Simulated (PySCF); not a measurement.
Geometry (Å), atoms numbered from 1 in this order:
```xyz
6

B     0.287    0.501    0.005
Cl    1.988    0.548    0.476
Cl   -0.531    2.000   -0.445
N    -0.402   -0.703   -0.009
H    -1.377   -0.767   -0.272
H     0.034   -1.579    0.244
```

Geometry: PBE0-D3(BJ)/def2-SVP; GIAO shifts from PySCF 2.14, gas phase, non-relativistic, averaged over equivalent atoms.

At PBE0/pcSseg-1 (92 basis functions, 4.2 s wall time on 1 thread of an Arm Neoverse V1, shared host):
```
  atoms  δ (ppm)
     B1     34.8
Cl2/Cl3    118.0
     N4    104.9
  H5/H6     3.71
```

Scale: BF3·OEt2 for $^{11}$B (100.73 ppm); HCl for $^{35}$Cl (943.27 ppm); NH3 for $^{15}$N (265.67 ppm); TMS for $^{1}$H (31.27 ppm) (reference shieldings calculated alike).

**Question.** Estimate the result of repeating the calculation with B3LYP/pcSseg-1.

**Answer.** 
| atoms | δ at B3LYP/pcSseg-1 | change |
| --- | --- | --- |
| B1 | 36.6 | +1.8 |
| Cl2/Cl3 | 114.3 | -3.7 |
| N4 | 105.7 | +0.8 |
| H5/H6 | 3.61 | -0.10 |

References, each an isolated molecule treated in the same way: $^{11}$B (σref 97.83) against BF3·OEt2; HCl for $^{35}$Cl (σref 930.46); NH3 for $^{15}$N (σref 263.54); $^{1}$H (σref 31.38) vs TMS.

The largest change is at Cl2/Cl3 (chlorine bonded to B). Cost: 92 basis functions, 3 s wall time on 1 thread of an Arm Neoverse V1, shared host.

Experimental scales use liquid or dissolved standards, which lie at an offset from isolated NH3 (liquid NH3: subtract about 20 ppm).
